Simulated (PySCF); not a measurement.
Species: CH6B2S.
Bonds: B1–B2, B2–S3, S3–C4. Hydrogens: H5, H6 on B1; H7 on B2; H8, H9, H10 on C4.

All values: PBE0/pcSseg-1 and CAM-B3LYP/def2-SVPD (PySCF, non-relativistic), on one gas-phase PBE0-D3(BJ)/def2-SVP geometry that isn't relaxed in the solvent. The solvent is an IEF-PCM continuum (cavity from Bondi-type radii × 1.2). The model holds no explicit solvent molecules, cavitation or dispersion.

Gas phase at PBE0/pcSseg-1: HOMO -7.76 eV, LUMO -1.89 eV, dipole 1.57 D.

What does the continuum do to the energy, the frontier levels and the dipole at PBE0/pcSseg-1 in chloroform and tetrahydrofuran?

```
        solvent      ε  E(solvent) − E(gas) (kJ/mol)  polarisation term (kJ/mol)  distortion of the solute (kJ/mol)  HOMO (eV)  LUMO (eV)  dipole (D)
     chloroform  4.711                         -6.45                       -7.21                               0.76      -7.73      -1.78        1.94
tetrahydrofuran  7.426                         -7.44                       -8.45                               1.01      -7.73      -1.77        2.00
```

The polarisation term is half the interaction of the solute with the surface charges that it induces; the rest is the cost of distorting the solute's density. The sum is the electrostatic part of solvation alone. From chloroform to tetrahydrofuran the lowering changes by a factor 1.15, Onsager's factor (ε − 1)/(2ε + 1) by 1.14 and ε itself by 1.6.

Which radius a makes the point-dipole formula ΔE = −[(ε − 1)/(2ε + 1)]·μ²/a³ give the value in tetrahydrofuran, with the gas-phase dipole?

μ = 0.618 au and |ΔE| = 0.00283 Eh give a = 2.01 Å; the farthest nucleus lies 2.71 Å from the centroid of the nuclei, so such a sphere wouldn't even hold the nuclei. The formula assumes a rigid point dipole at the centre of a sphere.

Which Mulliken charges (PBE0/pcSseg-1) respond most in chloroform (means over atoms taken as equivalent)?

```csv
atoms,environment,gas (e),solvent (e),change
S3,sulfur bonded to B and C,-0.115,-0.148,-0.033
B1,three-coordinate boron,-0.041,-0.027,+0.014
H8/H9/H10,methyl hydrogen,+0.162,+0.172,+0.010
B2,three-coordinate boron,-0.058,-0.062,-0.004
H5/H6,B–H hydrogen,+0.035,+0.032,-0.003
C4,S-methyl carbon,-0.418,-0.416,+0.002
```

Gas phase at CAM-B3LYP/def2-SVPD: HOMO -9.01 eV, LUMO -0.79 eV, dipole 1.49 D.

What does the continuum do to the energy, the frontier levels and the dipole at CAM-B3LYP/def2-SVPD in chloroform?

| solvent | ε | E(solvent) − E(gas) (kJ/mol) | polarisation term (kJ/mol) | distortion of the solute (kJ/mol) | HOMO (eV) | LUMO (eV) | dipole (D) |
| --- | --- | --- | --- | --- | --- | --- | --- |
| chloroform | 4.711 | -6.26 | -7.10 | 0.84 | -8.97 | -0.68 | 1.89 |

How does the static polarisability (CAM-B3LYP/def2-SVPD, frozen core, with the continuum's full static response) change?

| medium | isotropic (au) | principal values (au) | ⟨r²⟩ of the electrons (bohr²) |
| --- | --- | --- | --- |
| gas | 64.1 | 51.6, 65.1, 75.7 | 428.2 |
| chloroform | 79.2 | 64.1, 80.7, 92.7 | 428.2 |

The isotropic value in chloroform is 1.23 times the gas-phase one; no cavity-field correction is applied. ⟨r²⟩ is taken about the centre of nuclear charge.

Time: 12 s of wall time; peak memory 0.53 GiB. Hardware: an Intel Xeon at 2.50 GHz with one thread, shared host with 64 logical CPUs at a one-minute load of 62. This is the whole shielding run at PBE0/pcSseg-1 in tetrahydrofuran, SCF included.

Conformer computed: `[BH2:1][BH:2][S:3][CH3:4]`: B1–B2–S3–C4 0°.
